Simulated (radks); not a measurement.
Pr3+, configuration [Kr] 4d10 4f2 5s2 5p5 5d1 (not the ground configuration). Method: Dirac Kohn-Sham, LDA (Slater exchange, Perdew-Wang correlation), spin-unpolarised, spherical densities, finite nucleus; open shells fill j = l - 1/2 first; Fermi nuclear charge, rms radius 4.8919 fm; computed with a radial shooting solver on a logarithmic mesh with Libxc functionals.

Unscreened Slater integrals over Kohn-Sham orbitals (cm^-1). Large and small components are both included. Empty in this configuration: 4f7/2.

integral,value
"F0(5d3/2,5d3/2)",88190
"F2(5d3/2,5d3/2)",46904
"F0(5d3/2,4f5/2)",109760
"F2(5d3/2,4f5/2)",32129
"G1(5d3/2,4f5/2)",16878
"G3(5d3/2,4f5/2)",13552
"F0(5d3/2,5p3/2)",99093
"F2(5d3/2,5p3/2)",49781
"G1(5d3/2,5p3/2)",59592
"G3(5d3/2,5p3/2)",37111
"F0(5d3/2,5p1/2)",100450
"G1(5d3/2,5p1/2)",56839
"F0(5d3/2,4f7/2)",109620
"F2(5d3/2,4f7/2)",32350
"G3(5d3/2,4f7/2)",13763
"G5(5d3/2,4f7/2)",10461
"F0(4f5/2,4f5/2)",204920
"F2(4f5/2,4f5/2)",96273
"F4(4f5/2,4f5/2)",60156
"F0(4f5/2,5p3/2)",138140
"F2(4f5/2,5p3/2)",50751
"G2(4f5/2,5p3/2)",27950
"G4(4f5/2,5p3/2)",21502
"F0(4f5/2,5p1/2)",143090
"G2(4f5/2,5p1/2)",31255
"F0(4f5/2,4f7/2)",204040
"F2(4f5/2,4f7/2)",95837
"F4(4f5/2,4f7/2)",59879
"G2(4f5/2,4f7/2)",95688
"G4(4f5/2,4f7/2)",59790
"G6(4f5/2,4f7/2)",42942
"F0(5p3/2,5p3/2)",116970
"F2(5p3/2,5p3/2)",63312
"F0(5p3/2,5p1/2)",119510
"G2(5p3/2,5p1/2)",64215
"F0(5p3/2,4f7/2)",137890
"F2(5p3/2,4f7/2)",50971
"G2(5p3/2,4f7/2)",28334
"G4(5p3/2,4f7/2)",21752
"F0(5p1/2,5p1/2)",122300
"F0(5p1/2,4f7/2)",142810
"G4(5p1/2,4f7/2)",24049
"F0(4f7/2,4f7/2)",203160
"F2(4f7/2,4f7/2)",95411
"F4(4f7/2,4f7/2)",59609
"F6(4f7/2,4f7/2)",42809
